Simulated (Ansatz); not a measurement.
Frontier orbitals of `[NH]=[Mo](=[NH])([NH2])[NH2]`.

The species carries charge 0 and has multiplicity 1. Correlated methods include outer-core shells of Mo, which these sets cover unevenly. Mo takes the def2 core potential. All single points use the PBE0-D4/def2-TZVP geometry. It is one conformer, not always the lowest. Basis def2-TZVPP, Ansatz.

```json
{"functional": "LC-ωPBE", "HOMO (eV)": "-9.30", "LUMO (eV)": "1.44"}
```

(1) Give HOMO and LUMO (eV) with LDA (SPW92), PBE, revPBE, BLYP, r2SCAN, B97M-V, PBE0, B3LYP, r2SCANh, r2SCAN0, HSE06 (plane-wave form), BHLYP, CAM-B3LYP, ωB97X-V, ωB97M-V, HF. (Best estimate.)

## Answers

(1) The calculation gave: 
```csv
functional,HOMO,LUMO
LDA (SPW92),-5.54,-1.78
PBE,-5.35,-1.60
revPBE,-5.28,-1.53
BLYP,-5.22,-1.50
r2SCAN,-5.62,-1.50
B97M-V,-5.66,-1.44
PBE0,-6.63,-0.78
B3LYP,-6.41,-1.01
r2SCANh,-6.10,-1.20
r2SCAN0,-6.83,-0.73
HSE06 (plane-wave form),-6.23,-1.16
BHLYP,-7.81,0.15
CAM-B3LYP,-7.96,0.31
ωB97X-V,-8.92,1.37
ωB97M-V,-8.83,1.28
HF,-9.68,2.34
```

B3LYP here is the variant with VWN-RPA as its local correlation; programs differ in this. LC-ωPBE has ω = 0.4 bohr⁻¹. Positive LUMOs are unbound and depend on the basis.
